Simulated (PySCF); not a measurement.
hydrogen iodide (HI), singlet, geometry from GFN2-xTB (core potentials on I). Base run: PBE/def2-TZVP, polarisability run with PySCF.

The PySCF input:
```python
from pyscf import gto, scf, dft
from pyscf.prop import polarizability

mol = gto.M(
    atom='''
I    -0.00000000   -0.00000000   -0.02909776
H     0.00000000    0.00000000    1.54218108
''',
    basis='def2-tzvp',
    ecp={'I': 'def2-tzvp'},
    verbose=4,
)

mf = dft.RKS(mol)
mf.xc = 'pbe'
mf.kernel()
alpha = mf.Polarizability().polarizability()[2, 2]
print('alpha_zz =', alpha)
```

The base run was repeated with changes; each row names its change, and settings that it needs were set with it.

```csv
change,alpha_zz (bohr³),basis functions
base,31.77,56
functional = camb3lyp,[?],56
finite field (a.u.) = 0.02; conv_tol = 1e-11,31.81,56
basis = def2-SVPD,[?],[?]
finite field (a.u.) = 2e-4; conv_tol = 1e-11,31.77,56
basis = STO-3G,12.62,28
finite field (a.u.) = 0.001; conv_tol = 1e-11,31.77,56
basis = def2-TZVPD,37.56,68
functional = pbe0,31.46,56
functional = hf,31.15,56
finite field (a.u.) = 0.05; conv_tol = 1e-11,32.05,56
"functional = lda,vwn",31.70,56
```

### Question
Some entries are withheld; supply them.

### Answer

- functional = camb3lyp, alpha_zz (bohr³): 31.33
- basis = def2-SVPD, alpha_zz (bohr³): 37.18
- basis = def2-SVPD, basis functions: 43

Finite-field rows take the second difference of the energy in a field along z; a small field with loose convergence shows SCF noise divided by the square of the field, and a large one adds hyperpolarisability.
